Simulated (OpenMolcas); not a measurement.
Fe2+: ligand-field states by method

Fe2+ with its 6 nearest bromide ions at 2.744 Å, on the Ca site of CsCaBr3 (a = 5.69 Å, distance in the model lattice 2.845 Å). The rest of the host is ab initio model potentials to 7.6 Å, with orthogonalisation functions on the cations behind the ligands, and point charges beyond; the distance is set by hand and nothing relaxes. Ligand basis ANO-RCC-VDZP.

| Quantity | Value |
| --- | --- |
| Program | OpenMolcas |
| Basis | ANO-RCC-VTZP [6s5p3d2f1g] |
| Scalar Hamiltonian | DKH2, point nucleus |
| Active space | 6 electrons in 5 orbitals (3d) |
| State averaging | 2S+1 = 5 even, 5 roots; 2S+1 = 3 even, 45 roots; 2S+1 = 1 even, 50 roots |
| Spin-orbit coupling | state interaction with AMFI integrals over the reference wave functions |

I. CASSCF
II. SS-CASPT2, IPEA 0.25 Eh, imaginary shift 0.1 Eh (closed shells correlated: the ligand valence shells only)

Spin-free states (labels of O, the rotations of Oh) in cm-1, each column counted from its own energy of the first state listed:

```csv
State,Degeneracy,I,II
5T2,3,0,0
5E,2,3240,3990
3T1,3,20084,17690
3T2,3,21455,19220
3T1,3,22721,20640
3E,2,23980,22430
3T1,3,25212,21940
3T2,3,25693,22150
3T1,3,27328,25240
3A2,1,27408,24470
3T2,3,27907,24790
1A1,1,28103,23980
3E,2,29012,26260
1T1,3,30222,26750
3A1,1,30623,28270
3T1,3,31040,29790
1T2,3,32266,29020
1E,2,33826,29980
1A1,1,34587,30180
1A2,1,34916,32430
```

From I to II, I's first state of the same spin (5E) moves from 3240 to 3990 cm-1, by about +750 cm-1.

From I to II, I's first state of another spin (3T1) moves from 20084 to 17690 cm-1, by about -2400 cm-1.

I: A least-squares ligand-field fit to the states below 45000 cm-1, each weighted by its degeneracy and with a free common offset, gives 10Dq = 3239 cm-1, B = 1138 cm-1 and C = 4254 cm-1 (C/B = 3.74), with an rms deviation of 49 cm-1. The same method and metal basis give the free ion B = 1177 cm-1 (fit to its terms below 60000 cm-1, rms deviation 29 cm-1), so the nephelauxetic ratio is β = 1138 / 1177 = 0.97; it hangs on how both fits weigh the states, and computed free-ion B values tend to be too large, so β mixes covalency with correlation.

χT at 300 K: I 4.27, II 4.22 cm3 K/mol.

Roots that are degenerate in the reference are averaged as groups; the widest CASPT2 spread within a group is 400 cm-1 (the 2-fold group of multiplicity 1 near 59300 cm-1 above the lowest state of its run, II). Shifts and gaps below about the spread of the groups concerned are not significant. Over all roots computed the reference weight is 0.69 to 0.72 in II; a low but even weight reflects the number of correlated electrons. An orbital triplet at a regular site is open to Jahn-Teller coupling, which can distort the site and quench the lowest spin-orbit gaps and is left out. Ligand-to-metal charge-transfer states are missing. With no ligand orbital active B as a rule stays too high, so bands that hang on it stand too high and its fall with covalency is understated. Without dynamic correlation the repulsion within the d shell is too large (B by tens of per cent), so at a given field states of lower spin stand too high (holds for I). With metal d orbitals alone and no dynamic correlation the field as a rule comes out too small, by tens of per cent, by up to half for chloride and softer ligands, and with too little covalency χT stands high (holds for I). A single d shell leaves out the double-shell effect, which counts most for late 3d ions, where the CASPT2 field can be off either way by tens of per cent (holds for II). These CASPT2 states fit no ligand-field parameters well, so their order and spin gaps are uncertain (holds for II). With one d shell and no ligand orbital active, 10Dq can be off by tens of per cent for divalent 3d ions, low with halides held by bare charges and at times high in hosts (holds for II). Free-ion shares, where given, are those of the reference states; single-state CASPT2 does not remix them (holds for II). No measured value stands beside these numbers; the geometry was set by hand and not optimised.
